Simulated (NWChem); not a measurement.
Molecule: CH3ClO3Si; SMILES O=C(O)[Si@H](O)Cl

```xyz
9

O     -0.5408    -1.9255    -0.7914
C      0.1680    -1.3185    -0.0231
O      1.3344    -1.7817     0.4174
Si    -0.3954     0.4190     0.5745
O     -1.9603     0.4709     0.0721
Cl     0.8014     1.7984    -0.3820
H      1.4791    -2.6522     0.0048
H     -0.3004     0.6510     2.0309
H     -2.1382    -0.2053    -0.5987
```
Atoms are numbered in this order, from 1.

Program: NWChem. Structure relaxed at the PBE0/def2-SVP level. Level: B3LYP/def2-SVP with SMD (1 M gas to 1 M solution), gas-phase geometry. Reactions with the solvent are ignored.

```csv
solvent,dielectric constant,solvation free energy (kcal/mol),cavity-dispersion-structure term (kcal/mol),dipole in solution (D)
water,78.4,-6.5,4.3,2.64
anisole,4.22,-5.2,-2.1,2.31
methanol,32.6,-7.6,3.0,2.62
acetone,20.5,-6.6,-2.2,2.42
cyclohexanone,15.6,-6.0,-2.2,2.39
ethanol,24.9,-7.6,2.1,2.60
ethylene glycol,40.2,-4.6,6.0,2.63
```
